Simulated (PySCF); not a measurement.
**Telling isomers of C6H8NP apart by NMR**

- shielding tensors at PBE0/pcSseg-1 (GIAO)
- coordinates at the GFN2-xTB level
- run in PySCF 2.14.0 with density-fitted response routines
- one conformer, relativity neglected, equivalent nuclei averaged, in vacuum

Scale: 1H (σ = 31.72 ppm) and 13C (σ = 186.93 ppm) against TMS (reference shieldings calculated alike). Splittings of carbon signals by F and P are missing where no couplings were computed. Where no couplings were computed, multiplicities follow the n + 1 count of equivalent neighbours, and m marks all less simple cases (inequivalent or close neighbours, rings, F or P nearby). Shifts are as computed. Against solution values, carbons near 30 ppm lie about +3 ppm off and those near 130 ppm about +5 ppm. Of 1211 compounds with measured shifts, 218 miss one by over three times the rms of a fit or turn the order of signals round; such compounds aren't used in these exercises.

(1) Tabulate the signals of `CPc1cccnc1`, `Cc1cpcnc1C`, `C=Cc1cn(C)cp1` and their relative energies.

(2) What is the quickest way to tell Cc1cpcnc1C from C=Cc1cn(C)cp1?

(3) What is the quickest way to tell CPc1cccnc1 from C=Cc1cn(C)cp1?

(4) What is the quickest way to tell CPc1cccnc1 from Cc1cpcnc1C?

Answers

(1) 
```tsv
SMILES	carbon types	δC	δH	E rel. (kcal/mol)
CPc1cccnc1	1×C 4×CH 1×CH3	157.3, 153.8, 143.8, 143.8, 127.8, 11.0	8.85 (m, 1H), 8.77 (d, 1H), 7.97 (m, 1H), 7.25 (m, 1H), 4.16 (m, 1H), 1.51 (m, 3H)	0.3
Cc1cpcnc1C	2×C 2×CH 2×CH3	188.8, 173.9, 160.4, 136.9, 28.9, 26.7	10.51 (m, 1H), 9.37 (m, 1H), 2.77 (s, 3H), 2.47 (s, 3H)	0.0
C=Cc1cn(C)cp1	1×C 3×CH 1×CH2 1×CH3	161.0, 157.7, 139.5, 133.5, 117.6, 40.1	7.76 (m, 1H), 7.11 (m, 1H), 6.90 (m, 1H), 6.50 (m, 1H), 5.28 (m, 1H), 3.83 (s, 3H)	10.9
```

Energies are electronic energies at PBE0/pcSseg-1 on these geometries, without zero-point or thermal terms, each for the one conformer computed, which needn't be the lowest.

(2) Both give the same number of carbon signals, but DEPT or the intensities differ. The first has an aromatic CH next to a ring nitrogen at 188.8 ppm, the second a terminal =CH2 carbon at 117.6 ppm. Their most deshielded carbons lie at 188.8 and 161.0 ppm. In the proton spectra the most deshielded non-exchanging signals are 10.51 (m, 1H) and 7.76 (m, 1H).

(3) Both give the same number of carbon signals, but DEPT or the intensities differ. The first has a methyl carbon bonded to P (CH3) at 11.0 ppm, the second a terminal =CH2 carbon at 117.6 ppm. Their most deshielded carbons lie at 157.3 and 161.0 ppm. In the proton spectra the most deshielded non-exchanging signals are 8.85 (m, 1H) and 7.76 (m, 1H).

(4) Both give the same number of carbon signals, but DEPT or the intensities differ. The first has an aromatic CH at 127.8 ppm, the second an aromatic CH next to a ring nitrogen at 188.8 ppm. Their most deshielded carbons lie at 157.3 and 188.8 ppm. In the proton spectra the most deshielded non-exchanging signals are 8.85 (m, 1H) and 10.51 (m, 1H).
